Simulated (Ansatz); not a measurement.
Total energies of TiBrF₃ from Ansatz at PBE0-D4/def2-TZVP, gas phase (1 Eh = 27.2114 eV = 2625.5 kJ/mol). The reference geometry is relaxed at PBE0-D4/def2-SVP.

```tsv
state	geometry	energy (Eh)
charge 0 singlet	reference	-3722.79540
charge 1 doublet	reference	-3722.36223
free Ti atom (triplet)	–	-849.14317
free Br atom (doublet)	–	-2573.81189
free F atom (doublet)	–	-99.67617
```

Q: Work out the vertical ionisation energy to the doublet.

A: E(charge 1 doublet) − E(charge 0 singlet) = -3722.36223 − (-3722.79540) = 0.43317 Eh = 11.79 eV. For comparison, −ε of the highest occupied level is 9.40 eV at this level, 2.39 eV less.

Q: What is the binding energy per atom against free atoms?

A: Atoms: 1 × (-849.14317) + 1 × (-2573.81189) + 3 × (-99.67617) = -3721.98357 Eh. Binding: -3721.98357 − (-3722.79540) = 0.81183 Eh = 22.09 eV, or 4.42 eV for each of 5 atoms (no zero-point energy, no counterpoise term).
